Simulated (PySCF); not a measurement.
Coordinates in bohr (charge 0 multiplicity 2):
```
Zr    0.0000    0.0000    0.0000
I     5.0784    0.0000    0.0000
I    -2.5392    4.3980    0.0000
I    -2.5392   -4.3980    0.0000
```

All numbers come from UPBE0/[Zr def2-TZVP with ECP28, I def2-TZVP with ECP28], scalar-relativistic core potentials, density fitting, no spin–orbit coupling, PySCF.

This geometry of ZrI3 is a stationary point at this level.

Question: What is the point group?

Answer: D3h.

Question: Is it a minimum?

Answer: Yes: all harmonic wavenumbers are real, though the softest, 41 cm⁻¹, leaves little margin.

Question: List the harmonic modes with their infrared intensities.

Answer: 
| symmetry | ω (cm⁻¹) | IR (km/mol, summed over degenerate members) |
| --- | --- | --- |
| e' | 41 | 0.0 |
| a2'' | 45 | 2.0 |
| a1' | 157 | 0.0 |
| e' | 266 | 115 |

Question: What are the dipole moment and the gap between the highest occupied and lowest empty levels of either spin?

Answer: 0.00 D and 3.31 eV.

Question: What is the atomisation energy, with and without zero-point energy?

Answer: 1137 kJ/mol without, 1132 kJ/mol with.

In D3h the vibrations span 2e' + a2'' + a1'. The a1' mode carries no infrared intensity, as symmetry demands.

Other isomers or separated fragments may lie lower. Open d and f shells are described by one determinant, and the ground state may have another occupation or spin. No spin–orbit coupling is included, which matters more the heavier the element.
